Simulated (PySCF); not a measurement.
SMILES ClB(Br)Br (BBr₂Cl) at its PBE0/def2-SVP optimised geometry (Å):

```
4

B     -0.4752    -0.0695     0.0000
Cl    -1.3456    -1.5764    -0.0003
Br     1.4253    -0.0695     0.0000
Br    -1.4253     1.5764     0.0000
```

Method: PBE0/def2-TZVP run with PySCF. Cells within 0.4 Å of a nucleus heavier than hydrogen are left out (blank, or x).

Map of the electrostatic potential (hartree/e), clipped to [-0.08, 0.12] on the plane z = 0.0 Å:

```
|00011111110000000000000000000|
|00111111111000000000000000000|
|00111222221100000000000000000|
|01112234553210000000000000000|
|00112469999631000000000000000|
|00113699999983000000000000000|
|00124999999996200000000000000|
|00025999999999410000000000000|
|00015999xxx999621100000000000|
|00014999xxx999843333221110000|
|00003999999999977999974211110|
|00002699999999999999999532111|
|00001389999999999999999953211|
|000001489999x999999x999973211|
|00000136999xxx9999xxx99984211|
|000001369999xx9999xxx99984211|
|00000149999999999999999963211|
|00000299999999999999999842111|
|00001499999999999999997421111|
|00001799xxx999854566532111100|
|00002799xxx999632111110000000|
|00012699999999310000000000000|
|00012599999995100000000000000|
|00012369999962000000000000000|
|00011235787420000000000000000|
|00011123332100000000000000000|
|00011111111100000000000000000|
|00001111111000000000000000000|
|00000111100000000000000000000|
```
Scale: ten equal steps from -0.008 (start of '0') to 0.120 (end of '9'), in the order '0123456789'; x runs from -4.00 to 4.00, y from -4.00 (bottom) to 4.00 (top).
